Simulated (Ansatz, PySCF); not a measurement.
Species: sum formula BHCl, charge 0, multiplicity 2. It need not be the lowest isomer of its formula. 
Coordinates optimised at B3LYP-D3(BJ)/def2-TZVP (Ansatz, a first-principles code):
```xyz
3

B     -1.1616     0.4363     0.0257
Cl     0.4653    -0.1115    -0.0041
H     -2.1022    -0.2864    -0.0582
```
Charge 0, spin multiplicity 2.

Wanted: vertical ionisation energy (to the singlet state of charge +1; each state is the SCF solution reached for its spin), in eV. Correlated levels leave the core frozen unless marked. UHF or UKS for open shells. No spin-orbit coupling. Non-relativistic. Basis-set limits of correlation are two-point, X^-3; Hartree-Fock from the larger set.

| level | program | vertical ionisation energy (eV) |
|---|---|---|
| M06-2X/def2-TZVPD | PySCF | 8.83 |

**Question.** What does CCSD(T)/CBS(aug-cc-pV(T+d)Z,aug-cc-pV(Q+d)Z) (Ansatz) give?

**Answer.** 8.73 eV
